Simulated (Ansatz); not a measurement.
Total energies of In(H2O)F3 (InOF₃H₂) from Ansatz at PBE0-D4/def2-TZVPD, gas phase (1 Eh = 27.2114 eV = 2625.5 kJ/mol). The reference geometry is relaxed at PBE0-D4/def2-SVP.

```xyz
7

In   -0.402   -0.754   -0.504
O     0.443    0.710    1.019
H    -0.075    1.509    0.829
H     1.329    0.875    0.658
F    -1.072   -2.413    0.244
F     1.388   -0.648   -1.295
F    -1.611    0.721   -0.952
```

```csv
state,geometry,energy (Eh)
charge 0 singlet,reference,-566.01379
charge -1 doublet,reference,-566.04600
free In atom (doublet),–,-190.11403
free O atom (triplet),–,-75.01925
free H atom (doublet),–,-0.50104
free F atom (doublet),–,-99.67703
```

In the def2 sets In takes a core potential; there is no spin–orbit coupling.

Q: Work out the vertical electron affinity, to the doublet.

A: E(charge 0 singlet) − E(charge -1 doublet) = -566.01379 − (-566.04600) = 0.03221 Eh = 0.88 eV.

Q: What is the binding energy per atom against free atoms?

A: Atoms: 1 × (-190.11403) + 1 × (-75.01925) + 2 × (-0.50104) + 3 × (-99.67703) = -565.16645 Eh. Binding: -565.16645 − (-566.01379) = 0.84734 Eh = 23.06 eV, or 3.29 eV for each of 7 atoms (no zero-point energy, no counterpoise term).

At PBE0-D4/def2-TZVPD the highest occupied level of the charge -1 doublet lies above zero (up to 0.74 eV). By energy differences its removal costs 0.88 eV (vertical, to the charge 0 singlet, at PBE0-D4/def2-TZVPD); a positive level beside a positive removal energy at the same level points to self-interaction error.
